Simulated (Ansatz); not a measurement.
The cluster Cu5H5, relaxed as a singlet with RKS PBE-D4/def2-SVP in Ansatz, starting from the GFN2-xTB geometry. Force threshold 0.02 eV/Å.

The relaxation made no stability test and no search for a lower SCF solution. Another isomer (singlet) lies 0.02 eV lower at PBE0-D4/def2-TZVP.

Start:

```xyz
10

Cu    0.8036   -1.3973    1.6367
Cu   -0.9148    3.1203   -0.8285
Cu    0.9335   -4.1859    0.1332
Cu   -1.5959    2.7245   -3.3079
Cu    0.1124    1.4050    1.3863
H    -0.4074    2.7560    0.6332
H     0.8912   -5.4086   -0.7990
H     0.9970   -2.9104    1.1643
H     0.6394    0.1405    2.2146
H    -1.4591    3.7559   -2.2328
```

| step | energy (eV) | largest force component (eV/Å) | SCF passes |
| --- | --- | --- | --- |
| 1 | -223219.0953 | 0.704 | 63 |
| 2 | -223219.5540 | 0.457 | 45 |
| 3 | -223219.8699 | 0.285 | 46 |
| 4 | -223219.9936 | 0.173 | 35 |
| 5 | -223220.0682 | 0.134 | 37 |
| 6 | -223220.1262 | 0.152 | 37 |
| 7 | -223220.1942 | 0.176 | 38 |
| 8 | -223220.2830 | 0.163 | 43 |
| 9 | -223220.3688 | 0.148 | 43 |
| 10 | -223220.4510 | 0.118 | 38 |
| 11 | -223220.5238 | 0.042 | 44 |
| 13 | -223220.6228 | 0.101 | 29 |
| 15 | -223220.7254 | 0.219 | 25 |
| 17 | -223220.8930 | 0.234 | 24 |
| 19 | -223221.1676 | 0.382 | 24 |
| 21 | -223221.6982 | 0.684 | 25 |
| 23 | -223222.5288 | 0.715 | 24 |
| 25 | -223223.2265 | 0.712 | 23 |
| 27 | -223223.5321 | 0.127 | 28 |
| 29 | -223223.5492 | 0.026 | 21 |
| 30 | -223223.5493 | 0.018 | 21 |

Force components are those of the run's own axes.

End:

| atom | x (Å) | y (Å) | z (Å) |
| --- | --- | --- | --- |
| Cu1 | 0.5046 | -1.0093 | 1.6760 |
| Cu2 | -0.4151 | 1.8299 | -0.7337 |
| Cu3 | 0.3659 | -1.9143 | -0.5162 |
| Cu4 | -0.4990 | -0.2160 | -1.9468 |
| Cu5 | 0.0402 | 1.3109 | 1.5389 |
| H6 | 0.0106 | 2.6265 | 0.6052 |
| H7 | -0.1950 | -1.7972 | -2.0238 |
| H8 | 1.0070 | -2.3347 | 0.9050 |
| H9 | 0.0707 | 0.1745 | 2.6873 |
| H10 | -0.8899 | 1.3297 | -2.1919 |

Bonds formed: Cu4–H7 (atoms count from 1). Metal–metal contacts that move far: Cu3–Cu4 8.12 to 2.38 Å, Cu1–Cu3 3.17 to 2.38 Å.

The force fell under the threshold at step 28, but the optimiser went on. No frequencies were taken in this run, so the end may be a saddle point.

Hardware: 4 threads of Arm Neoverse V2 on a shared host. Wall time 91 s.
